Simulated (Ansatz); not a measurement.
The cluster Zr3O5 (the lowest singlet isomer of a short search) was relaxed with PBE0-D4 (def2-SVP) in Ansatz in these states: neutral quintet, neutral singlet, neutral triplet. The geometries follow in no particular order.

In the def2 sets Zr takes a core potential; there is no spin–orbit coupling.

A:

Cartesian coordinates in Å:
```
Zr -1.5718 -0.5886 0.5771
Zr 0.5719 0.6281 -1.5584
Zr 1.1605 0.5509 1.4789
O -0.6128 0.5813 2.0332
O 1.3818 1.7134 0.0463
O 1.7333 -0.5314 -2.1931
O -1.3918 -2.3051 0.9197
O -1.2711 -0.0485 -1.3037
```

B:

```csv
atom,x (Å),y (Å),z (Å)
Zr1,-1.946,0.304,-0.092
Zr2,1.502,-0.070,-1.274
Zr3,0.796,0.994,2.007
O4,-1.101,0.942,1.591
O5,1.996,0.606,0.529
O6,1.998,-1.733,-1.506
O7,-2.788,-1.213,0.135
O8,-0.458,0.170,-1.389
```

C:

Cartesian coordinates in Å:
```
Zr 1.344 0.492 1.052
Zr -1.900 -0.727 0.035
Zr 0.221 0.975 -2.233
O 1.562 1.070 -0.796
O -1.458 0.187 -1.672
O -2.058 -2.451 -0.193
O 2.703 0.747 2.521
O -0.414 -0.292 1.285
```

Problem. Judge from the bond lengths which geometry belongs to which state (an estimate).

Solution. A is the neutral singlet (Zr2–Zr3 3.095 Å, Zr1–Zr3 3.095 Å, Zr1–Zr2 3.261 Å); B is the neutral triplet (Zr2–Zr3 3.521 Å, Zr1–Zr3 3.521 Å, Zr1–Zr2 3.664 Å); C is the neutral quintet (Zr2–Zr3 3.542 Å, Zr1–Zr3 3.504 Å, Zr1–Zr2 3.612 Å).
